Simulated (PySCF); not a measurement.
## Bonding in `COCP(C)C(F)=C(F)F`

C5H8F3OP.
Numbering: `[CH3:1][O:2][CH2:3][P:4]([CH3:5])[C:6]([F:7])=[C:8]([F:9])[F:10]` (hydrogens: H11, H12, H13 on C1; H14, H15 on C3; H16, H17, H18 on C5)

Cartesian coordinates in Å at the GFN2-xTB level; atoms count from 1:
```
atom  x, y, z in Å
C1     2.208   -1.025   -0.271
O2     1.003   -0.301   -0.243
C3     0.582    0.016    1.056
P4    -1.057    0.905    0.951
C5    -0.547    2.265   -0.186
C6    -1.835   -0.162   -0.334
F7    -2.496    0.500   -1.303
C8    -1.930   -1.485   -0.303
F9    -2.565   -2.253   -1.178
F10   -1.350   -2.230    0.632
H11    2.429   -1.219   -1.319
H12    2.107   -1.975    0.266
H13    3.025   -0.448    0.176
H14    1.295    0.690    1.558
H15    0.478   -0.884    1.678
H16    0.061    1.870   -0.997
H17    0.020    2.995    0.389
H18   -1.438    2.747   -0.583
```

Bond orders from the PBE0/pcSseg-1 density (PySCF). One conformer (not necessarily the lowest) at the GFN2-xTB geometry, without solvent, vibrations or thermal averaging.

Where do the orders between heavy atoms depart from those drawn in the SMILES?

The largest departure is 0.280, at C6–C8 (drawn double, 1.720).

Give the Mayer order of every bond, beside its length.

```csv
bond,drawn as,length (Å),Mayer order
C1–O2,single,1.406,0.923
O2–C3,single,1.402,0.912
C3–P4,single,1.867,0.961
P4–C5,single,1.844,0.996
P4–C6,single,1.842,0.883
C6–F7,single,1.347,0.923
C6–C8,double,1.327,1.720
C8–F9,single,1.327,1.024
C8–F10,single,1.329,0.992
C1–H11,single,1.088,0.972
C1–H12,single,1.096,0.961
C1–H13,single,1.097,0.961
C3–H14,single,1.103,0.929
C3–H15,single,1.099,0.927
C5–H16,single,1.088,0.936
C5–H17,single,1.089,0.952
C5–H18,single,1.088,0.951
```

Bonds between the same two heavy elements. C–O: all 2 within 0.02 of one another (0.912 to 0.923). C–P: lowest P4–C6 (0.883, 1.842 Å), highest P4–C5 (0.996, 1.844 Å); in 1 of the 3 pairs the longer bond (by over 0.003 Å) has the higher order (by 0.02 or more). C–F: lowest C6–F7 (0.923, 1.347 Å), highest C8–F9 (1.024, 1.327 Å).

Sum the orders of all bonds at each heavy atom with more than one neighbour and set the sums beside the valence in the SMILES.

C1 3.817 (drawn 4), O2 1.835 (drawn 2), C3 3.729 (drawn 4), P4 2.840 (drawn 3), C5 3.835 (drawn 4), C6 3.526 (drawn 4), C8 3.736 (drawn 4). Orders between atoms that aren't bonded are not in these sums.

For a closed shell the Mayer order of atoms A and B is Σ (PS)μν (PS)νμ over the basis functions μ on A and ν on B, with P the density and S the overlap matrix.

The run behind these numbers computed NMR shieldings as well. Time: 23 s of wall time; peak memory 1.0 GiB. Hardware: one thread, AMD EPYC 9B45 (x86_64), no GPU, on a shared host.
